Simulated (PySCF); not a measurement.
A GIAO shielding run with PySCF (density fitting, non-relativistic, gas phase) on `N#CC[Si@H](NC=O)[SiH2]N`, C3H9N3OSi2:

```
$ OMP_NUM_THREADS=1 python probes_run.py task.json out

{"job": {"kind": "nmr", "xc": "PBE0", "basis": "pcSseg-1"}, "charge": 0, "multiplicity": 1}
N     -1.035717    -3.687531     0.973961
C     -1.351072    -2.711371     0.465919
C     -1.714338    -1.480300    -0.150359
Si    -0.479991    -0.103268     0.397392
N     -1.247768     1.302962    -0.379993
C     -0.578369     2.447537    -0.233724
O      0.466279     2.503365     0.376319
Si     1.660419    -0.442895    -0.420972
N      2.691842     0.432382     0.630208
H     -1.688290    -1.618707    -1.232269
H     -2.737707    -1.237483     0.139612
H     -0.758086     0.114782     1.825536
H     -2.105320     1.310132    -0.908174
H     -1.032920     3.336183    -0.704015
H      1.719744    -0.072874    -1.857761
H      2.087877    -1.842740    -0.339749
H      3.691753     0.391764     0.517681
H      2.402905     1.364378     0.888731
```

Hardware: 1 thread of an Intel Xeon, shared host. The job also computes population analyses, field gradients.

Q: How large is the calculation?

A: 84 electrons, 212 basis functions and 1134 auxiliary functions.

Q: How long does it take, and how much memory does it need?

A: 93 s of wall time, with 15 SCF cycles and 5 response iterations; peak memory 1 GiB. Times on a shared host scatter by some tens of per cent.
